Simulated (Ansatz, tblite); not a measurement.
Removing and adding an electron: Sn₂₉BH₄₈, a doped nanocrystal cut from the lattice of tin (B on an inner site). Total charge 0; doublet. Geometry: r2SCAN-D4/def2-SVP. Ansatz, gas phase; energy differences of separate SCF runs; the oxidised species was run as a singlet alone; the reduced species was run as a singlet alone.

Cartesian coordinates in Å:
```
Sn 4.053 -4.947 3.133
Sn 3.815 -3.089 -0.991
Sn 0.079 -5.419 -0.947
Sn 0.213 -4.473 -5.635
Sn 4.513 -0.204 2.982
Sn 0.959 1.188 5.380
Sn 0.542 -0.815 -2.334
Sn 1.328 2.373 0.812
Sn 0.273 -1.824 2.102
Sn -2.604 0.537 -0.443
Sn -1.516 1.276 -3.877
Sn -2.894 -2.220 -2.933
Sn 1.108 5.815 4.496
Sn -1.709 5.198 -1.064
Sn -2.668 3.612 2.943
Sn -5.642 3.318 -3.063
Sn 4.852 -5.235 0.477
Sn 5.029 -2.610 4.315
Sn 0.723 -6.251 -3.539
Sn 1.068 -2.852 -0.388
Sn -2.239 -3.139 -5.494
Sn 1.786 0.437 2.803
Sn 1.842 3.716 6.184
Sn 2.206 1.355 -1.652
B -1.722 -0.398 -2.301
Sn -1.420 2.907 0.531
Sn -2.444 -1.215 1.752
Sn -4.146 1.723 -4.804
Sn -1.646 5.954 4.071
Sn -4.307 5.552 -2.042
H 4.577 -6.299 4.059
H 2.334 -4.941 3.160
H 4.670 -1.646 -0.624
H 3.945 -3.352 -2.688
H 0.915 -6.441 0.171
H -1.594 -5.544 -0.582
H 1.517 -3.354 -5.688
H 0.301 -5.405 -7.083
H 5.227 -0.236 1.418
H 5.299 1.054 3.862
H 1.584 0.008 6.471
H -0.756 1.094 5.476
H 1.071 -1.483 -3.842
H 2.226 3.793 1.213
H 0.478 -3.080 3.270
H -4.286 0.892 -0.651
H -0.912 2.731 -3.173
H -0.489 0.927 -5.219
H -2.603 -3.543 -1.863
H -4.598 -1.951 -2.886
H 1.911 5.626 2.989
H 1.670 7.288 5.188
H -0.590 5.222 -2.370
H -1.362 6.578 -0.085
H -2.542 2.336 4.088
H -4.348 3.830 2.623
H -6.237 2.337 -1.787
H -7.007 3.868 -3.961
H 6.568 -5.258 0.344
H 4.250 -6.700 -0.190
H 6.734 -2.782 4.487
H 4.379 -2.493 5.906
H 2.409 -6.605 -3.498
H -0.085 -7.745 -3.824
H -3.433 -4.223 -6.096
H -2.170 -1.823 -6.607
H 3.557 3.658 6.316
H 1.228 4.028 7.763
H 3.844 0.833 -1.550
H 2.145 2.584 -2.856
H -3.299 -2.685 1.477
H -3.077 -0.514 3.191
H -4.886 0.194 -5.059
H -3.998 2.483 -6.342
H -2.421 6.269 5.576
H -1.993 7.284 3.037
H -5.284 6.161 -0.761
H -4.302 6.754 -3.275
```

In the def2 sets Sn takes a core potential; there is no spin–orbit coupling. The xTB rows come from tblite. Single mean-field runs in def2-SVP are fitted with def2-universal-jkfit.

| level | −HOMO (eV) | vertical IE (eV) | −LUMO (eV) | vertical EA (eV) | HOMO–LUMO gap (eV) | IE − EA (eV) |
| --- | --- | --- | --- | --- | --- | --- |
| GFN1-xTB | – | 11.14 | – | 8.80 | – | 2.34 |
| GFN2-xTB | – | 11.62 | – | 9.49 | – | 2.12 |
| PBE-D4/def2-SVP | 5.31 | 6.58 | 5.01 | 3.82 | 0.31 | 2.76 |
| PBE0-D4/def2-SVP | 6.17 | 6.96 | 4.67 | 4.00 | 1.50 | 2.96 |
| BHLYP-D4/def2-SVP | 6.85 | 7.13 | 4.07 | 4.03 | 2.78 | 3.10 |

   HOMO and LUMO are the levels of the spin that leaves or enters (xTB has no such levels and no spin-polarisation term). Other spin states of the ions may lie lower, which would lower the ionisation energy or raise the affinity. Raw xTB energy differences between charge states are shifted by several eV; the methods need an empirical correction for them. Sets without diffuse functions give affinities that are too small.
